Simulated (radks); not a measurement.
Ionisation of the beryllium ion Be2+, [He], to 1s1 as the strength of local exchange is varied. All-electron calculation, scalar-relativistic Kohn-Sham, Slater X-alpha exchange (alpha = 2/3 is LDA exchange), no correlation, spin-polarised, spherical densities, point nucleus. Program: a radial shooting solver on a logarithmic mesh with Libxc functionals.

| alpha | E(Be2+) (hartree) | exchange (hartree) | IE (eV) | -e of the level emptied (eV) | <r> of it (bohr) |
|---|---|---|---|---|---|
| 0.667 | -13.29791 | -1.92861 | 148.90 | 128.68 (1s) | 0.4218 |
| 0.677 | -13.32684 | -1.95994 | 149.26 | 129.14 (1s) | 0.4212 |
| 0.768 | -13.59177 | -2.24838 | 152.51 | 133.35 (1s) | 0.4161 |
| 0.9 | -13.98133 | -2.67729 | 157.31 | 139.58 (1s) | 0.4090 |
| 0.971 | -14.19344 | -2.91313 | 159.92 | 142.99 (1s) | 0.4052 |
| 0.995 | -14.26554 | -2.99367 | 160.81 | 144.15 (1s) | 0.4040 |
| 1.01 | -14.31072 | -3.04422 | 161.37 | 144.88 (1s) | 0.4032 |
| ? | -14.03791 | -2.74005 | 158.00 | 140.49 (1s) | 0.4080 |

Which alpha was used in the last row?

Answer. alpha = 0.919. NIST Atomic Spectra Database: 153.90 eV (theoretical). The Delta-SCF value meets it near alpha = 0.81.
